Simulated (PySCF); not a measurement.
# Ni(2+) (nickel, charge +2): LC-wPBE calculation

Configuration: [Ar] 3d7 4p1, one real determinant (an excited configuration). Computed with PySCF 2.14 in aug-cc-pVDZ (7s6p4d2f, 59 functions), with the non-relativistic Hamiltonian (point nucleus).

- Total energy: -1506.610 hartree
- One-electron energy: -2063.716 hartree
- Hartree (Coulomb) energy: 619.196 hartree
- Exchange-correlation energy: -62.090 hartree
- Kinetic energy: 1505.20553 hartree
- ⟨S²⟩: 6.0006
- ⟨L²⟩: 13.867
- Sum of ⟨r⟩: 17.02 bohr
- Sum of ⟨r²⟩: 21.39 bohr²
- Traceless quadrupole moment −½Σ⟨3z² − r²⟩ along its main axis: -3.22 e·bohr²
- Density at the nucleus (Gaussians lack the cusp): 14800 bohr⁻³
- Spin density at the nucleus: 0.313 bohr⁻³
- Langevin diamagnetic susceptibility: -16.9 ×10⁻⁶ cm³/mol

```
shell  electrons  mean orbital energy (eV)  spread (eV)  rms radius, mean of both spins (bohr)
 1s α          1                   -8157.6            0                                 0.0634
 1s β          1                   -8157.6            0                                 0.0634
 2s α          1                   -999.06            0                                  0.269
 2s β          1                   -997.19            0                                  0.269
 2p α          3                   -876.27        0.274                                  0.240
 2p β          3                   -874.83        0.140                                  0.240
 3s α          1                   -144.49            0                                  0.802
 3s β          1                   -140.57            0                                  0.802
 3p α          3                   -106.82        0.426                                  0.841
 3p β          3                   -102.72        0.423                                  0.841
 3d α          5                   -43.679        1.573                                   1.02
 3d β          2                   -40.796        0.331                                   1.02
 4p α          1                   -21.427            0                                   2.85
```

⟨L²⟩ = 13.87 against 20 for a pure G term, so this real determinant mixes terms.
